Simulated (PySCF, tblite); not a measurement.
Isomers of C5H12OSSi. Computed with GFN2-xTB (tblite): harmonic, unscaled wavenumbers at the GFN2-xTB geometry, gas phase. Errors from tens to a few hundred cm⁻¹ against measured bands are possible. Modes of hydrogen on silicon and sulfur can be 10 to 20 % off. One conformer each.

Electronic energies: PBE0/pcSseg-1 single points on the GFN2-xTB geometries (PySCF, gas phase).

```json
{"SMILES": "CC[C@@H]1CS[C@@H]1O[SiH3]", "electronic energy, lowest = 0 (kJ/mol)": "197.1"}
{"SMILES": "CO[C@@H]1[C@H](C)[Si@H]1SC", "electronic energy, lowest = 0 (kJ/mol)": "286.6"}
{"SMILES": "C=CC[Si@](O)(S)CC", "electronic energy, lowest = 0 (kJ/mol)": "0.0"}
{"SMILES": "C=C(C)C[Si@@H](S)OC", "electronic energy, lowest = 0 (kJ/mol)": "78.8"}
{"SMILES": "CC/C=C\\[Si@@H](O)SC", "electronic energy, lowest = 0 (kJ/mol)": "60.4"}
```

How do GFN2-xTB zero-point energies change the relative energies?

| SMILES | ZPE (kJ/mol) | of it from modes above 1550 cm⁻¹ | electronic (kJ/mol) | with ZPE, lowest = 0 (kJ/mol) | lowest mode (cm⁻¹) | rings |
| --- | --- | --- | --- | --- | --- | --- |
| C=CC[Si@](O)(S)CC | 413.6 | 228.1 | 0.0 | 0.0 | 36 | 0 |
| CC/C=C\[Si@@H](O)SC | 415.8 | 226.2 | 60.4 | 62.6 | 26 | 0 |
| C=C(C)C[Si@@H](S)OC | 410.2 | 219.1 | 78.8 | 75.3 | 24 | 0 |
| CC[C@@H]1CS[C@@H]1O[SiH3] | 412.5 | 202.1 | 197.1 | 196.0 | 40 | 1 |
| CO[C@@H]1[C@H](C)[Si@H]1SC | 416.7 | 211.2 | 286.6 | 289.7 | 31 | 1 |

The zero-point energies span 6.5 kJ/mol, from `C=C(C)C[Si@@H](S)OC` to `CO[C@@H]1[C@H](C)[Si@H]1SC`. The order is unchanged.

And how do the electronic energies of GFN2-xTB itself compare?

`C=CC[Si@](O)(S)CC` 68.8; `CC/C=C\[Si@@H](O)SC` 46.8; `C=C(C)C[Si@@H](S)OC` 26.1; `CC[C@@H]1CS[C@@H]1O[SiH3]` 0.0; `CO[C@@H]1[C@H](C)[Si@H]1SC` 263.6 kJ/mol, lowest = 0. Against the energies above, taken from the same isomer `C=CC[Si@](O)(S)CC`, the largest difference is 265.9 kJ/mol.

What do entropy and thermal enthalpy add at 298.15 K and 1 bar (rigid rotor, harmonic oscillator, one conformer each)?

```
                    SMILES  point group  symmetry number  S (J/(mol K))  H − H(0) (kJ/mol)  ZPE + H − H(0) − TS (kJ/mol)
         C=CC[Si@](O)(S)CC           C1                1          471.3              35.88                         309.0
       CC/C=C\[Si@@H](O)SC           C1                1          473.2              35.24                         310.0
 CC[C@@H]1CS[C@@H]1O[SiH3]           C1                1          432.2              30.49                         314.1
CO[C@@H]1[C@H](C)[Si@H]1SC           C1                1          457.2              33.97                         314.4
```

Not tabulated: `C=C(C)C[Si@@H](S)OC` (lowest mode only 24 cm⁻¹).
